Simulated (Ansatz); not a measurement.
A run for Ansatz (an electronic-structure program): R-PBE0/def2-TZVPP on CH6OSi (SMILES OC[SiH3]).

Ansatz 0.2 input:
```yaml
crystal:
  periodic: [false, false, false]
  atoms:
    - {symbol: O, position_ang: [-1.63052912, 0.36303370, 0.57016525]}
    - {symbol: C, position_ang: [-0.71069769, -0.49261033, -0.12386364]}
    - {symbol: Si, position_ang: [1.08043872, 0.11095776, 0.02722902]}
    - {symbol: H, position_ang: [-1.58345677, 1.24427358, 0.18424992]}
    - {symbol: H, position_ang: [-0.81117066, -1.47634422, 0.33858648]}
    - {symbol: H, position_ang: [-0.99619061, -0.61357107, -1.17673328]}
    - {symbol: H, position_ang: [1.98758301, -0.73587465, -0.78689693]}
    - {symbol: H, position_ang: [1.51924686, 0.09204280, 1.44086326]}
    - {symbol: H, position_ang: [1.14477627, 1.50809245, -0.47360007]}
basis:
  gaussian:
    orbitals: def2-TZVPP
hamiltonian:
  xc: {name: PBE0}
scf: {lower_state_search: off}
```

The log:

```
WARN ansatz: RAYON_NUM_THREADS=2 ignored (pool sized by the plan → 2); use --threads N
Functional definition: PBE0
these checks for a lower state are left out or cut short: stability, starts, cluster_reference, orbital_swaps, neighbouring_geometries, increment
integrals: 0.08 GiB planned
976 factors; their error is unknown
mean field: 0.80 GiB planned
mean field evaluation 1: about -11049.0369 eV, gradient 4.8e1 eV
mean field evaluation 2: about -11044.6438 eV, gradient 6.8e1 eV
mean field evaluation 4: about -11053.5194 eV, gradient 3.5e0 eV
mean field evaluation 8: about -11053.5606 eV, gradient 3.3e-2 eV
mean field evaluation 16: about -11053.5606 eV, gradient 2.3e-6 eV
mean field -11053.56064897 eV, -406.2108614771 hartree, gradient 2.3e-6 eV, S^2 0.000000; 0 other end points of the search recorded, 0 dependent functions left out
reference -11053.56067907 eV, -406.2108625833 hartree; 17, 17 occupied and 171, 171 virtual orbitals, 976 factors
Total energy: -11053.56067907 eV, -406.2108625833 hartree
Checks for a lower state left out: stability, starts, cluster_reference, orbital_swaps, neighbouring_geometries, increment
```

The calculation finished and met its thresholds.

Cost: about 3 core-seconds (a rough figure).
